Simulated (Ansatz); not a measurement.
KF2⁻, relaxed as a singlet with RKS PBE-D4/def2-TZVPD in Ansatz, starting from the GFN1-xTB geometry. Force threshold 0.02 eV/Å.

The structure comes from a short search, and lower isomers may exist.

Start:

```xyz
3

K     0.0012    0.0043   -0.0022
F    -1.6615    0.2001   -1.3388
F     1.6603   -0.2044    1.3409
```

```
step  energy (eV)  largest force component (eV/Å)  SCF passes
   1  -21753.1954                           1.627          14
   2  -21753.6303                           0.306          19
   3  -21753.6584                           0.014          19
```

Force components are those of the run's own axes.

End:

```xyz
3

K     0.001    0.003   -0.001
F    -1.862    0.225   -1.501
F     1.861   -0.228    1.502
```

By distances, no bond broke or formed. The bond that changes most is K1–F2, from 2.14 to 2.40 Å (atoms count from 1).

No frequencies were taken in this run, so the end may be a saddle point.

It took 1.1 s on 4 threads of Arm Neoverse V2 on a shared host.
